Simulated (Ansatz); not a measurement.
Relaxation of a periodic cell of 20 atoms, HC₁₈Cl (surface graphene monolayer, adsorbate HCl), to a largest force component of 0.03 eV/Å in at most 60 steps.

Computed with Ansatz 0.2.0, DFT PBE-D3(BJ), scalar-relativistic, plane waves, PAW. Settings: PAW set soft_1, cutoff 420 eV, k mesh 2x2x1, gaussian smearing 0.02 eV, no spin polarisation.

```xyz
20
Lattice="7.3980 0.0000 0.0000 -3.6990 6.4069 0.0000 0.0000 0.0000 11.0000" Properties=species:S:1:pos:R:3:forces:R:3
C 0.000 0.000 1.000 -1.75 -1.14 -1.41
C 1.233 0.712 1.000 -1.03 -0.24 0.31
C -1.233 2.136 1.000 -0.42 -0.16 0.02
C 0.000 2.847 1.000 0.62 -0.51 -0.46
C -2.466 4.271 1.000 -0.60 -0.50 -0.14
C -1.233 4.983 1.000 -0.91 0.14 0.38
C 2.466 0.000 1.000 1.92 -1.97 -2.15
C 3.699 0.712 1.000 0.28 1.13 -0.04
C 1.233 2.136 1.000 -0.77 3.54 -2.75
C 2.466 2.847 1.000 0.03 0.50 -0.70
C 0.000 4.271 1.000 0.35 -1.17 0.70
C 1.233 4.983 1.000 0.84 -0.73 0.55
C 4.932 0.000 1.000 0.82 0.69 0.58
C 6.165 0.712 1.000 0.75 0.29 -0.21
C 3.699 2.136 1.000 0.24 0.40 -0.24
C 4.932 2.847 1.000 -0.03 -0.06 -0.08
C 2.466 4.271 1.000 0.25 -0.66 -0.13
C 3.699 4.983 1.000 0.33 0.57 -0.05
Cl 1.644 0.949 2.760 -0.58 -0.24 8.35
H 3.699 -0.712 0.690 -0.32 0.12 -2.52
```

**Question.** Where does it end, and by what steps?

**Answer.** The run converged. Limits of this set-up: slab without dipole correction. After 17 steps the energy has fallen by 7.382 eV; H20 moved furthest, 1.95 Å. The start is strongly strained (largest force component 8 eV/Å). Joined: C7–H20.

| step | energy less start (eV) | largest force component (eV/Å) | accepted |
| --- | --- | --- | --- |
| 0 | 0.0000 | 8.347 | yes |
| 1 | -1.8126 | 4.974 | yes |
| 2 | -3.0757 | 2.421 | yes |
| 3 | -3.7166 | 1.937 | yes |
| 4 | -4.3036 | 1.972 | yes |
| 5 | -4.9048 | 2.271 | yes |
| 6 | -5.5164 | 1.996 | yes |
| 7 | -6.0621 | 1.337 | yes |
| 8 | -6.5234 | 1.111 | yes |
| 9 | -6.8630 | 0.640 | yes |
| 10 | -7.0639 | 0.807 | yes |
| 11 | -7.1928 | 0.505 | yes |
| 12 | -7.2336 | 0.739 | yes |
| 13 | -7.2988 | 0.307 | yes |
| 14 | -7.3255 | 0.912 | yes |
| 15 | -7.3764 | 0.201 | yes |
| 16 | -7.3815 | 0.034 | yes |
| 17 | -7.3816 | 0.006 | yes |

```xyz
20
Lattice="7.3980 0.0000 0.0000 -3.6990 6.4069 0.0000 0.0000 0.0000 11.0000" Properties=species:S:1:pos:R:3
C 0.062 -0.044 1.115
C 1.336 0.676 1.379
C -1.152 2.112 1.109
C 0.084 2.831 1.085
C -2.369 4.245 1.031
C -1.164 4.929 0.948
C 2.511 -0.002 0.714
C 3.801 0.715 0.948
C 1.323 2.139 1.115
C 2.530 2.824 1.003
C 0.074 4.240 0.986
C 1.312 4.961 0.960
C 5.016 -0.013 0.986
C 6.242 0.684 1.085
C 3.791 2.101 1.031
C 5.026 2.817 1.084
C 2.534 4.256 0.956
C 3.772 4.975 1.003
Cl 1.614 0.515 3.287
H 2.291 0.125 -0.375
```

Whether the end is a true minimum wasn't checked by a vibrational analysis.

Run time: 47 s on 1 thread of AMD EPYC 9R45 96-Core Processor (Zen 5), with other jobs on the host, peak memory 0.68 GiB.
